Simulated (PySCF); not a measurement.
FSr, multiplicity 2. Atoms are numbered in the order given.

```xyz
2

Sr     0.0000     0.0000    -0.4025
F      0.0000     0.0000     1.6994
```
Charge 0, spin multiplicity 2.

Geometry: B3LYP-D3(BJ)/def2-TZVPD. The spin state was assumed, not searched. The def2 effective core potentials stand for the cores of Sr; spin–orbit coupling is left out.

All values below come from IEF-PCM-ωB97X/def2-TZVPD (PySCF 2.14.0).

The values are the electrostatic part of the solvation free energy, E(continuum) − E(gas) at the gas-phase geometry, in a cavity of scaled van der Waals radii (PySCF's table); cavitation and dispersion terms are not included. A continuum can't describe solvent molecules that bind to the metal. The dipole moment in vacuum is 3.12 D.

Question: Estimate the values in water (ε = 78.36), cyclohexanone (ε = 15.62), dichloromethane (ε = 8.93). (An estimate is asked for; the answer gives what the named calculation found.)

Answer: 
```tsv
solvent	ε	ΔG(elec) (kcal/mol)	dipole (D)
water	78.36	-8.7	4.66
cyclohexanone	15.62	-8.0	4.43
dichloromethane	8.93	-7.3	4.26
```
